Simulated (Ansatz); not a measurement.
Ideal-gas functions of `C[SiH]([O])F` radical at 298.15 K and 1 bar, from an Ansatz frequency run at PBE0-D4/def2-TZVP.

Molar mass 79.13 g/mol, point group C1 (symmetry number 1), electronic degeneracy 2, moments of inertia 74.453, 80.193, 133.884 u Å². Harmonic wavenumbers (cm⁻¹, unscaled): 128, 178, 259, 307, 579, 679, 749, 791, 833, 870, 962, 1261, 1437, 1445, 2224, 3060, 3149, 3161.

Use S(trans) = R[1.5 ln M + 2.5 ln T − 1.1517]; rotational temperatures θ = 24.2544 K / I; S(rot) = R[ln(√π/σ · √(T³/θAθBθC)) + 1.5]; for each mode x = 1.438777 ν̃/T, S = R[x/(eˣ − 1) − ln(1 − e⁻ˣ)] and H = RT x/(eˣ − 1); 1 cm⁻¹ = 0.0119627 kJ/mol; R = 8.31446 J/(mol·K).

**Question.** By hand: the entropy, in J/(mol·K).

**Answer.** Translation 163.4. Rotation: θ = 0.3258, 0.3025, 0.1812 K, giving 105.0. Vibration, mode by mode: 12.45, 9.83, 6.98, 5.77, 2.04, 1.39, 1.06, 0.90, 0.76, 0.66, 0.46, 0.13, 0.06, 0.06, 0.00, 0.00, 0.00, 0.00, in all 42.6. Electronic 5.8. Sum 316.8 J/(mol·K).

**Question.** By hand: H − E and G − E in kJ/mol, counted from the electronic energy.

**Answer.** Zero-point energy ½ × 22072 × 0.0119627 = 132.0; thermal vibration 7.4; translation, rotation and pV give 4 RT = 9.9. H − E = 149.3 kJ/mol, and G − E = 149.3 − 298.15 × 316.8/1000 = 54.8 kJ/mol.

Vibration gives 13 % of the entropy, 12.5 J/(mol·K) of it from the mode under 150 cm⁻¹: soft modes count most, and the harmonic formula is weakest for them. The sum counts one conformer and one mirror image; others add a mixing term.
